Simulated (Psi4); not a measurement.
BeCl₂, singlet, geometry from GFN2-xTB (such geometries of metal compounds can be far from the true shape); HF/6-31G, TDA in Psi4 1.11.

Psi4 was given this input:
```
memory 2 GB

molecule mol {
0 1
Be    0.000000    0.000000    0.000000
Cl    0.000000    0.000000    1.762967
Cl   -0.000000   -0.000000   -1.762967
symmetry c1
}

set {
  basis 6-31g
  reference rhf
  puream true
  save_jk true
  tdscf_states [5]
  tdscf_tda true
  d_convergence 1e-8
}

energy('td-scf')
print_variables()
```

Task: Predict the main parts of the log of this Psi4 run.

Result: 
```
   => Loading Basis Set <=

    Name: 6-31G
    Role: ORBITAL
    Keyword: BASIS

         ---------------------------------------------------------
                                   SCF
               by Justin Turney, Rob Parrish, Andy Simmonett
                          and Daniel G. A. Smith
                              RHF Reference
         ---------------------------------------------------------

  ==> Geometry <==

    Molecular point group: c1
    Full point group: D_inf_h

    Geometry (in Angstrom), charge = 0, multiplicity = 1:

       Center              X                  Y                   Z               Mass
    ------------   -----------------  -----------------  -----------------  -----------------
         BE           0.000000000000     0.000000000000     0.000000000000     9.012183065000
         CL           0.000000000000     0.000000000000     1.762967000000    34.968852682000
         CL           0.000000000000     0.000000000000    -1.762967000000    34.968852682000

  Running in c1 symmetry.

  Rotational constants: A = ************  B =      0.07755  C =      0.07755 [cm^-1]
  Rotational constants: A = ************  B =   2324.97054  C =   2324.97054 [MHz]
  Nuclear repulsion =   84.195681253781288

  Charge       = 0
  Multiplicity = 1
  Electrons    = 38
  Nalpha       = 19
  Nbeta        = 19

  ==> Algorithm <==

  SCF Algorithm Type is DF.
  DIIS enabled.
  MOM disabled.
  Fractional occupation disabled.
  Guess Type is SAD.
  Energy threshold   = 1.00e-06
  Density threshold  = 1.00e-08
  Integral threshold = 1.00e-12

  ==> Primary Basis <==

  Basis Set: 6-31G
    Blend: 6-31G
    Number of shells: 19
    Number of basis functions: 35
    Number of Cartesian functions: 35
    Spherical Harmonics?: true
    Max angular momentum: 1

   => Loading Basis Set <=

    Name: (6-31G AUX)
    Role: JKFIT
    Keyword: DF_BASIS_SCF

  ==> Integral Setup <==

  SCF_SUBTYPE=INCORE selected. In-core MEM_DF algorithm will be used.
  Using in-core AOs.

  ==> MemDFJK: Density-Fitted J/K Matrices <==

    J tasked:                   Yes
    K tasked:                   Yes
    wK tasked:                   No
    Algorithm:                 Core
    Schwarz Cutoff:           1E-12
    Mask sparsity (%):       4.0816
    Fitting Condition:        1E-10

   => Auxiliary Basis Set <=

  Basis Set: (6-31G AUX)
    Blend: CC-PVDZ-JKFIT + DEF2-UNIVERSAL-JKFIT
    Number of shells: 89
    Number of basis functions: 275
[...]
  @DF-RHF Final Energy:  -933.71547500564759
    Total Energy =                       -933.7154750056475905
[...]
     3        A->A (1 A)       0.35269         9.59731        -933.36278       0.0000          0.0000         -0.0000         -0.0000
     4        A->A (1 A)       0.35269         9.59731        -933.36278       0.0000          0.0000          0.0000         -0.0000
     5        A->A (1 A)       0.35321         9.61126        -933.36227       0.0000          0.0000          0.0000          0.0000

Contributing excitations
Only contributions with abs(coeff) > 1.00e-01 will be printed:

Excited State    1 (1 A):   0.34719 au   131.23 nm f = 0.0000
  Sums of squares: Xssq =  1.000000e+00
     17a  ->  23a     0.165475 ( 2.738%)
     19a  ->  20a     0.975564 (95.172%)

Excited State    2 (1 A):   0.34719 au   131.23 nm f = 0.0000
  Sums of squares: Xssq =  1.000000e+00
     16a  ->  23a     0.165475 ( 2.738%)
     18a  ->  20a     0.975564 (95.172%)

Excited State    3 (1 A):   0.35269 au   129.19 nm f = 0.0000
  Sums of squares: Xssq =  1.000000e+00
     18a  ->  21a    -0.422309 (17.834%)
     18a  ->  22a     0.560673 (31.435%)
     19a  ->  21a    -0.560673 (31.435%)
     19a  ->  22a    -0.422309 (17.834%)

Excited State    4 (1 A):   0.35269 au   129.19 nm f = 0.0000
  Sums of squares: Xssq =  1.000000e+00
     18a  ->  21a    -0.560673 (31.435%)
     18a  ->  22a    -0.422309 (17.834%)
     19a  ->  21a     0.422309 (17.834%)
     19a  ->  22a    -0.560673 (31.435%)

Excited State    5 (1 A):   0.35321 au   129.00 nm f = 0.0000
  Sums of squares: Xssq =  1.000000e+00
     18a  ->  21a     0.701273 (49.178%)
     19a  ->  22a    -0.701273 (49.178%)

******************************************************************************************
**********                               WARNING                                **********
**********       The names of excited state variables changed between 1.5       **********
**********     and 1.6. For a quick solution, remove the symmetry specifier     **********
**********   from the variable name. For full details, see 'Notes on Psivars'   **********
**********                        in the documentation.                         **********
******************************************************************************************

  Variable Map:
  ----------------------------------------------------------------------------
[...]
  Array Variable Map:
  ----------------------------------------------------------------------------
[...]
[...]
```
